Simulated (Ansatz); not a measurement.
BClFH$_{4}$NSi (`N[SiH](F)BCl`). Charge 0, multiplicity 1. All single points use the PBE0-D4/def2-TZVP geometry. It is one conformer, not always the lowest.

```xyz
9

N     1.161   -0.798    0.490
Si   -0.323   -0.581   -0.304
F    -1.594   -1.212    0.461
B    -0.686    1.403   -0.409
Cl   -0.199    2.403    0.936
H     1.680   -1.659    0.455
H     1.425   -0.226    1.275
H    -0.246   -1.308   -1.594
H    -1.216    1.977   -1.311
```

(1) What is the dipole moment at PBE/def2-TZVPP? (Estimate.)

(2) And with r2SCAN, B3LYP, ωB97M-V? (Best estimate.)

(3) Give the Mulliken charges with PBE, r2SCAN, ωB97M-V in def2-TZVPP. (Estimate.)

Answers

(1) Ansatz gave: 1.81 D, with components (1.80, -0.04, 0.14) D in this frame, pointing from negative to positive charge.

(2) Ansatz gave: r2SCAN 1.77 D, B3LYP 1.75 D, ωB97M-V 1.73 D.

(3) The calculation gave: 
```json
{"atom": "N1", "PBE": "-0.37", "r2SCAN": "-0.44", "ωB97M-V": "-0.36"}
{"atom": "Si2", "PBE": "0.45", "r2SCAN": "0.60", "ωB97M-V": "0.52"}
{"atom": "F3", "PBE": "-0.28", "r2SCAN": "-0.32", "ωB97M-V": "-0.31"}
{"atom": "B4", "PBE": "0.06", "r2SCAN": "0.07", "ωB97M-V": "-0.02"}
{"atom": "Cl5", "PBE": "-0.10", "r2SCAN": "-0.12", "ωB97M-V": "-0.09"}
{"atom": "H6", "PBE": "0.16", "r2SCAN": "0.16", "ωB97M-V": "0.12"}
{"atom": "H7", "PBE": "0.15", "r2SCAN": "0.16", "ωB97M-V": "0.12"}
{"atom": "H8", "PBE": "-0.11", "r2SCAN": "-0.12", "ωB97M-V": "-0.07"}
{"atom": "H9", "PBE": "0.03", "r2SCAN": "0.01", "ωB97M-V": "0.09"}
```

B3LYP here is the variant with VWN-RPA as its local correlation; programs differ in this.
